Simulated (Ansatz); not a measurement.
Consider the formal exchange of groups at the Al–S bond: `C/C=C\[S][AlH2]` + `C=[CH][SnH3]` → `C=[C]([AlH2])[SnH3]` + `C/C=C/S`.

Calculated with Ansatz (gas phase, PBE0-D4/def2-TZVP geometries, no zero-point term in ΔE). CBS: MP2 limit from def2 TZ/QZ plus the TZ coupled-cluster correction, frozen cores. Double bonds are as drawn, so ΔE can hold a change between cis and trans. DFT in def2-TZVPP. B3LYP here is the variant with VWN-RPA as its local correlation; programs differ in this. def2 core potentials past Kr. For Sn outer-core shells are correlated without core-valence functions, which leaves a few kJ/mol of doubt a bond. One conformer a species, not always the lowest.

```
             level  ΔE (kJ/mol)  difference from CCSD(T)/CBS
         r2SCAN-D4        108.0                          6.4
           ωB97X-V        101.6                          0.0
           ωB97M-V        104.4                          2.8
            B2PLYP         94.1                         -7.5
            r2SCAN        107.3                          5.7
              PBE0        104.2                          2.6
             B3LYP         87.7                        -13.9
     HF/def2-TZVPP         85.2                        -16.4
SCS-MP2/def2-TZVPP         97.6                         -4.0
   CCSD/def2-TZVPP         95.9                         -5.7
CCSD(T)/def2-TZVPP         98.9                         -2.7
     HF/def2-QZVPP         84.3                        -17.3
    MP2/def2-QZVPP        106.3                          4.7
      HF/CBS(def2)         84.2                        -17.4
     MP2/CBS(def2)        107.7                          6.1
    CCSD/CBS(def2)         98.6                         -3.0
       CCSD(T)/CBS        101.6                            0
```

Largest T1 diagnostic among the species: 0.013.

From PBE to PBE0 (25 % exact exchange), in def2-TZVPP and without D4, ΔE moves by +3.9 kJ/mol. The D4 term adds +5.5 kJ/mol with B3LYP and +2.7 kJ/mol with PBE0; it sums over pairs of atoms, weighted by their polarisabilities, and B3LYP, whose exchange is more repulsive, gets the larger term. In def2-TZVPP, CCSD(T) changes the Hartree–Fock value by +13.7 kJ/mol (the triples alone add +3.0 kJ/mol) and MP2 by +19.8 kJ/mol.
